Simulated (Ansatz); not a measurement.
Ideal-gas functions of ClF3HNbO (`[OH][Nb]([F])([F])([F])[Cl]`) at 400 K and 1 bar, from an Ansatz frequency run at PBE0-D4/def2-TZVP.

Molar mass 202.36 g/mol, point group C3v (symmetry number 3), electronic degeneracy 1, moments of inertia 193.182, 338.643, 338.819 u Å². Harmonic wavenumbers (cm⁻¹, unscaled): 49, 51, 182, 182, 243, 244, 272, 359, 360, 380, 676, 728, 729, 772, 3952.

Use S(trans) = R[1.5 ln M + 2.5 ln T − 1.1517]; rotational temperatures θ = 24.2544 K / I; S(rot) = R[ln(√π/σ · √(T³/θAθBθC)) + 1.5]; for each mode x = 1.438777 ν̃/T, S = R[x/(eˣ − 1) − ln(1 − e⁻ˣ)] and H = RT x/(eˣ − 1); 1 cm⁻¹ = 0.0119627 kJ/mol; R = 8.31446 J/(mol·K).

Question: By hand: the entropy, in J/(mol·K).

Answer: Translation 181.2. Rotation: θ = 0.1256, 0.0716, 0.0716 K, giving 113.4. Vibration, mode by mode: 22.76, 22.43, 11.98, 11.98, 9.69, 9.66, 8.82, 6.74, 6.72, 6.33, 2.71, 2.34, 2.33, 2.07, 0.00, in all 126.6. Electronic 0.0. Sum 421.2 J/(mol·K).

Question: By hand: H − E and G − E in kJ/mol, counted from the electronic energy.

Answer: Zero-point energy ½ × 9179 × 0.0119627 = 54.9; thermal vibration 24.5; translation, rotation and pV give 4 RT = 13.3. H − E = 92.7 kJ/mol, and G − E = 92.7 − 400 × 421.2/1000 = -75.8 kJ/mol.

Vibration gives 30 % of the entropy, 45.2 J/(mol·K) of it from the modes under 150 cm⁻¹: soft modes count most, and the harmonic formula is weakest for them. The sum counts one conformer and one mirror image; others add a mixing term.
